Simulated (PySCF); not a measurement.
YOF, SMILES [O]=[Y][F].

The structure is a stationary point at PBE0-D3(BJ)/def2-TZVP. The def2 effective core potentials stand for the cores of Y; spin–orbit coupling is left out.

Method: PBE0-D3(BJ)/def2-TZVP run with PySCF.

Frequencies are harmonic and unscaled.

Computed normal modes with their intensities:
```json
[
 {"mode": "1", "ν (cm⁻¹)": "179", "IR (km/mol)": "29.5", "Raman (Å⁴/amu)": "6.0", "depolarisation": "0.62", "moving atoms (share of kinetic energy)": "O 49 %, F 35 %, Y 15 %"},
 {"mode": "2", "ν (cm⁻¹)": "550", "IR (km/mol)": "160.6", "Raman (Å⁴/amu)": "0.5", "depolarisation": "0.71", "moving atoms (share of kinetic energy)": "F 80 %, Y 19 %"},
 {"mode": "3", "ν (cm⁻¹)": "861", "IR (km/mol)": "217.4", "Raman (Å⁴/amu)": "68.8", "depolarisation": "0.07", "moving atoms (share of kinetic energy)": "O 85 %, Y 15 %"}
]
```
